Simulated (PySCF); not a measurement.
Distorted geometries of OsO2Cl2

OsO2Cl2 (singlet). PySCF 2.14.0, RKS TPSS, Os def2-SVP with ECP60, O def2-SVP, Cl def2-SVP; non-relativistic Hamiltonian with scalar-relativistic core potentials where named; density fitting; no spin-orbit coupling. Relaxed geometry:

```xyz
5

Os    0.2625    0.2625    0.0000
O     1.4708    0.1520    1.2018
O     0.1520    1.4708   -1.2018
Cl   -1.7891   -0.0375    0.9517
Cl   -0.0375   -1.7891   -0.9517
```

Question: Order these distorted geometries by energy above the relaxed one, lowest first.
A.
```xyz
5

Os    0.2883    0.2838    0.0305
O     1.5155    0.0676    1.2033
O     0.1257    1.3198   -1.2148
Cl   -1.8074    0.0958    1.0035
Cl   -0.0636   -1.7084   -1.0225
```
B.
```xyz
5

Os    0.3052    0.3834   -0.0317
O     1.3839    0.1043    1.1461
O     0.0716    1.4098   -1.2044
Cl   -1.6847    0.0067    0.7558
Cl   -0.0174   -1.8456   -0.6658
```
C.
```xyz
5

Os    0.2583    0.1999   -0.0068
O     1.4894    0.1739    1.2051
O     0.2129    1.5162   -1.1984
Cl   -1.8346    0.0585    0.8868
Cl   -0.0673   -1.8898   -0.8866
```

Answer: C (0.18 eV), A (0.29 eV), B (1.44 eV).

Question: Which forces (eV/Å) act in the one that lies 0.18 eV up?

Answer: 
```
Os   1.06  2.80 -1.07
O   -1.02 -0.34 -0.76
O   -0.08 -2.44  1.78
Cl   0.10 -0.17 -0.02
Cl  -0.05  0.15  0.06
```
Forces carry noise of the integration grid, about 0.01 to 0.03 eV/Å.

No frequency check is given that shows the relaxed geometry to be a minimum.
